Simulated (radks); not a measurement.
Values are calculated unless marked as measured or tabulated.
Ca5+, configuration [Ne] 3s2 3p3.

Level of theory: non-relativistic Kohn-Sham, PBEsol, spin-unpolarised, spherical densities, point nucleus (a radial shooting solver on a logarithmic mesh with Libxc functionals).

Energy parts (Ry):
total: -1336.54004
kinetic: 1335.28680
electron-nucleus: -3080.15219
Hartree: 473.58066
exchange-correlation: -65.25531

Orbitals (lengths in bohr, moments of r in powers of bohr):
orbital  occ.  eigenvalue (Ry)      <r>
1s          2        -294.5654  0.07743
2s          2        -36.10755   0.3660
2p          6        -30.56755   0.3273
3s          2         -8.51988    1.076
3p          3         -7.05569    1.121

The highest occupied level is 3p at -95.998 eV. For comparison, the ionisation energy in NIST's Atomic Spectra Database is 108.8 eV (semi-empirical). In exact Kohn-Sham theory the highest level is minus the ionisation energy, but local and semilocal functionals leave it too shallow, through self-interaction and a potential that decays too fast; potentials with the right tail come closer. Summed over all electrons, <r^2> = 8.128 bohr^2, which gives a Langevin (diamagnetic) susceptibility term of -6.44 x 10^-6 cm^3/mol. The electron density at the nucleus is 5323 e/bohr^3. Virial ratio -V/T = 2.00094. The density falls to 0.001 e/bohr^3 at r = 2.52 bohr.

Beside tabulated values, note that spin-unpolarised runs miss the spin-polarisation part of the exchange energy of open shells.
